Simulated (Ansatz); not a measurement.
**Ligand exchange: KH + SiH(SH)3 → KSH + SiH2(SH)2**

Species: KH, singlet; SiH(SH)3, singlet; KSH `[SH][K]`, singlet; SiH2(SH)2, singlet. The partners trade H for SH: K–H and Si–SH bonds give way to K–SH and Si–H.

Shapes, held fixed at every level: PBE0-D4/def2-TZVP. Flexible molecules stand in one conformer, not always the lowest. Programs: Ansatz 0.2.0. The zero-point and thermal change to 298 K, harmonic and unscaled (PBE0-D4/def2-TZVP), is +7.4 kJ/mol.

Problem. Estimate ΔH(298 K) of this reaction.

Solution. The highest level, CCSD(T)/def2-TZVPP, gives ΔH(298 K) = -118.3 kJ/mol; the levels span -137.4 to -111.9. The column of differences is taken from that level and isn't an error. No measured value is set beside it here. Outer-core shells of K are correlated in most correlated rows, in sets that cover them unevenly.

```tsv
level	kind	ΔH(298 K) (kJ/mol)	less CCSD(T)/def2-TZVPP
HF/def2-TZVPP	Hartree–Fock	-137.4	-19.1
BHLYP-D4/def2-TZVPP	global hybrid	-116.2	+2.1
B2PLYP/def2-TZVPP	double hybrid	-121.3	-3.0
MP2/def2-TZVPP	perturbation theory	-121.1	-2.8
CCSD(T)/def2-SVP	coupled cluster or CI	-111.9	+6.4
CCSD/def2-TZVPP	coupled cluster or CI	-122.9	-4.6
CCSD(T)/def2-TZVPP	coupled cluster or CI	-118.3	0.0
```
